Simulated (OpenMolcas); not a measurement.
## F²⁺: Slater's ratio, worked from levels

| Item | Value |
| --- | --- |
| Program | OpenMolcas |
| Basis | ANO-RCC-VTZP [4s3p2d1f] |
| Scalar Hamiltonian | DKH2, point nucleus |
| Active space | 3 electrons in 3 orbitals (2p) |
| State averaging | 2S+1 = 4 odd, 1 root; 2S+1 = 2 odd, 8 roots |
| Spin-orbit coupling | state interaction with AMFI integrals over the reference wave functions, term energies averaged over their components |

Methods: CASSCF; SS-CASPT2, IPEA 0.25 Eh, imaginary shift 0.1 Eh (closed shells correlated: 1s 2s).

**Slater's ratio.** With one set of orbitals, p3 has ²D° - ⁴S° = 9 F2 and ²P° - ²D° = 6 F2 (F2 = F²/25), a ratio of 2/3. Term energies are centres of gravity, weighted by 2J + 1.

```tsv
Source	²D° - ⁴S°	²P° - ⁴S°	F2 from the first	Ratio
CASSCF	37615	62422	4179	0.659
SS-CASPT2	34872	55037	3875	0.578
```

Energies in cm-1. A ratio away from 2/3 shows effects beyond one configuration with one set of orbitals, and in heavier atoms second-order spin-orbit shifts.

Term energies are means over components that CASPT2 splits; among the terms shown or strongly mixed into the levels shown the widest spread is 140 cm-1 (2s² 2p³ ²D°, SS-CASPT2). With the s shell closed, the reference lacks s² → p² mixing. Levels of configurations outside the active space are missing.

° marks odd parity.
